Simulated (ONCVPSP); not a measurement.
## Be (Z = 4), ONCV: configuration errors across variants

```json
{"Element": "Be", "Generator": "ONCVPSP 4.0.1", "Type": "optimised norm-conserving Vanderbilt (ONCV)", "Functional": "PBEsol", "Relativity": "non-relativistic", "Frozen core": "[He]", "Valence charge": "2", "Reference configuration": "2s2", "Partial waves": "2s: rc 2.20 bohr, ncon 4, nbas 8, qcut 2.9 1/bohr, 2 projectors, debl 2.8 Ha; p scattering state at 0.12 Ha: rc 1.95 bohr, ncon 4, nbas 7, qcut 3.8 1/bohr, 2 projectors, debl 1.2 Ha; d scattering state at 0.19 Ha: rc 1.70 bohr, ncon 5, nbas 8, qcut 5.7 1/bohr, 2 projectors, debl 1.6 Ha", "Local potential": "polynomial inside 1.30 bohr (lpopt 5, dvloc0 4 Ha)", "Core correction": "Teter function, fcfact 4.75, rcfact 1.25"}
```

In the p channel the program set the typed energies aside and used 0.050, 1.250 Ha.

All-electron excitation energies from the reference (eV): (1) 2s1 9.456; (2) 2s1.5 3.721; (3) 2s1 2p1 3.592; (4) 2s0 2p2 7.207.

Errors AE − PS in meV (a dash: test not solved or not reliable):

| change | (1) | (2) | (3) | (4) | bound ghosts | GHOST(+) flags above zero |
| --- | --- | --- | --- | --- | --- | --- |
| base | +0.1 | 0.0 | -3.0 | -11 | none | s |
| s: qcut 1.9; p: qcut 2.5; d: qcut 3.7 | -4.2 | -0.6 | -3.5 | -10 | none | s |
| s: qcut 2.3; p: qcut 3; d: qcut 4.6 | -2.8 | -0.4 | -3.6 | -11 | none | s |
| s: qcut 2.5; p: qcut 3.3; d: qcut 4.9 | -1.8 | -0.2 | -3.6 | -12 | none | s |
| d: qcut 5.8 | +0.1 | 0.0 | -3.0 | -11 | none | s |
| s: qcut 3.3; p: qcut 4.3; d: qcut 6.4 | +1.9 | +0.3 | -2.2 | -8.2 | none | s |
| s: qcut 3.8; p: qcut 4.9; d: qcut 7.4 | +3.7 | +0.5 | -1.1 | -4.1 | none | s |
| s: qcut 4.2; p: qcut 5.6; d: qcut 8.3 | +4.7 | +0.7 | -0.3 | -0.8 | none | s |

(1) Give the same row for: s: qcut 3.5; p: qcut 4.6; d: qcut 6.9.

## Answers

(1) +2.7, +0.4, -1.7, -6.4; bound ghosts: none; GHOST(+) flags above zero: s.
